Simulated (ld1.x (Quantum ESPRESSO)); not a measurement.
# Before and after: TM potential for C (Z = 6)

ld1.x (Quantum ESPRESSO) 7.5 input, shortened:

```
&input
   title='C', zed=6., rel=1, dft='PBE', iswitch=3,
   config='[He] 2s2 2p1 3d-2'
 /
 &inputp
   pseudotype=2, tm=.true., lloc=2,
   nlcc=.true.
 /
3
2S  1  0   2.00   0.00  0.85  0.85  0.0
2P  2  1   1.00   0.00  1.30  1.30  0.0
3D  3  2  -2.00   0.25  1.10  1.10  0.0
 &test
   configts(1)='2s2 2p1'
 /
```

All-electron outer shells of the reference configuration (PBE, scalar-relativistic, ld1.x):

```json
{"shell": "2s", "level (eV)": "-25.76", "outermost node (bohr)": "0.38", "outermost maximum (bohr)": "1.17"}
{"shell": "2p", "level (eV)": "-17.00", "outermost node (bohr)": "–", "outermost maximum (bohr)": "1.11"}
```

Change: all radii but the core radius scaled by about 0.97 (s 0.82, p 1.26, d 1.06 bohr).

Cutoffs: the cutoffs (Ry, on a coarse ladder) from which the occupation-weighted sum of valence levels, in a spherical-Bessel basis at the reference potential, stays within 10 and 1 mRy of its value at 400 Ry; they do not see the model core or the augmentation charge, which bear on the density cutoff. Errors are all-electron minus pseudo energies relative to the spin-unpolarised reference configuration.

Problem. How do hardness, ghosts and transferability respond?

Solution. The potential gets neither clearly harder nor softer (80 Ry and 200 Ry → 90 Ry and 200 Ry); the errors of the 7 common tests hardly move; neither file shows a bound ghost.

```csv
quantity,base,changed
"cutoff, loose",80 Ry,90 Ry
"cutoff, tight",200 Ry,200 Ry
loose cutoff by channel (10 mRy a level),"s 55 Ry, p 45 Ry","s 80 Ry, p 50 Ry"
bound ghosts,none,none
"error for 2s2 2p2, meV [ΔE -10.86 eV]",+8.2,+8.1
"error for 2s2 2p0, meV [ΔE 24.16 eV]",+41,+39
"error for 2s1 2p0, meV [ΔE 72.35 eV]",+130,+124
"error for 2s2 2p1.5, meV [ΔE -6.90 eV]",+3.4,+3.3
"error for 2s0 2p4, meV [ΔE 6.11 eV]",+67,+70
"error for 2s1 2p3, meV [ΔE -2.38 eV]",+28,+29
"error for 2s1 2p2, meV [ΔE 8.75 eV]",+14,+15
s: phases at 1.40 bohr within 0.05 rad from the reference energy up to (Ry; the scan ends near 5),to the end of the scan,to the end of the scan
p: phases at 1.40 bohr within 0.05 rad from the reference energy up to (Ry; the scan ends near 5),to the end of the scan,to the end of the scan
d: phases at 1.40 bohr within 0.05 rad from the reference energy up to (Ry; the scan ends near 5),to the end of the scan,to the end of the scan
```
